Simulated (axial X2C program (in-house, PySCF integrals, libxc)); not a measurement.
**MnS⁻: from the spin-free to the two-component result**

All values were computed with an axial X2C code built on PySCF integrals. Spin-free means the one-electron spin-free X2C Hamiltonian; two-component (2c) means X2C with spin–orbit coupling and atomic mean-field two-electron Coulomb and Gaunt terms, so the difference of the two also holds small scalar two-electron terms. Basis: Mn dyall-acv3z [10s11p7d4f2g], S dyall-av3z [9s8p3d2f] (cores contracted in-house); Gaussian nuclei, density fitting, unrestricted open shells. Masses: Mn 54.938 u, S 31.972 u.

Spin-free state: M_S = 3, Λ = 0 (beyond evenly filled blocks: 2 × σα, π+α, π-α, δ+α, δ-α); fragments Mn + S-.

```json
{"level": "PBE0", "Re (Å)": "2.166", "ωe (cm⁻¹)": "444.0", "De (eV)": "2.932", "μ (D)": "-2.96"}
{"level": "HF", "Re (Å)": "2.254", "ωe (cm⁻¹)": "433.6", "De (eV)": "1.809", "μ (D)": "-5.05"}
{"level": "MP2", "Re (Å)": "2.211", "ωe (cm⁻¹)": "428.9", "De (eV)": "2.799", "μ (D)": "n/a"}
{"level": "CCSD", "Re (Å)": "2.206", "ωe (cm⁻¹)": "433.2", "De (eV)": "2.424", "μ (D)": "n/a"}
{"level": "CCSD(T)", "Re (Å)": "2.209", "ωe (cm⁻¹)": "426.0", "De (eV)": "2.519", "μ (D)": "n/a"}
{"level": "B97-3", "Re (Å)": "2.202", "ωe (cm⁻¹)": "421.0", "De (eV)": "2.528", "μ (D)": "-2.99"}
```

Correlated methods: 14 electrons correlated (number of frozen shells: Mn 3 s, 2 p; S 2 s, 1 p), 292 virtual spin orbitals or spinors in MP2, 90 natural virtuals in coupled cluster.

Dipoles are positive if S is the positive end and refer to the centre of mass.

Two-component determinant lowest at the distance of the search:

Ω = 3 (⟨Sz⟩ = 3.00, ⟨Lz⟩ = 0.00 at HF); fragments Mn + S-.

```csv
level,Re (Å),ωe (cm⁻¹),De (eV),μ (D)
PBE0,2.166,443.7,2.929,-2.96
HF,2.254,433.4,1.776,-5.05
MP2,2.211,428.6,2.776,n/a
CCSD,2.207,432.5,2.404,n/a
CCSD(T),2.210,425.3,2.498,n/a
B97-3,2.202,420.8,2.518,-2.99
```

From the two tables, how do the constants change at the CCSD(T) level (2c against spin-free)?

At the CCSD(T) level Re is unchanged within 0.001 Å and ωe goes down by 0.7 cm⁻¹; De changes by -0.021 eV.

Occupations by symmetry block were frozen at the best pattern of an incomplete PBE0 search. Dissociation energies refer to the lowest single-determinant-based atoms at the same level and basis. Density functionals use the spin component along the axis (collinear). Coupled cluster ran in a truncated set of natural virtual spinors; the MP2 energy of the rest was added. (T) has no such correction and the atoms are truncated less, which lowers De at CCSD(T) by a hundredth of an eV or more. In 2c an atomic determinant is not the ground J level, so De misses part of the atomic spin–orbit lowering. This holds for PBE0. PBE0 can misorder states that lie within some tenths of an eV, so this need not be the ground state of the molecule. The nearest other spin-free determinant of the search, M_S = 2, Λ = 0, lies 0.29 eV up at the distance of the search. The functionals have no current-density term, which raises determinants with orbital currents, atoms included. With several unpaired electrons one determinant need not be a pure state. Open-shell Ω = 0 determinants with evenly filled partner blocks cannot be reached by this program, so the Ω shown need not be the lowest component. The highest occupied level of some functionals is positive through self-interaction error; at Hartree–Fock it is bound. Hartree–Fock gets electron affinities wrong, so its lowest charge split need not be the true one.
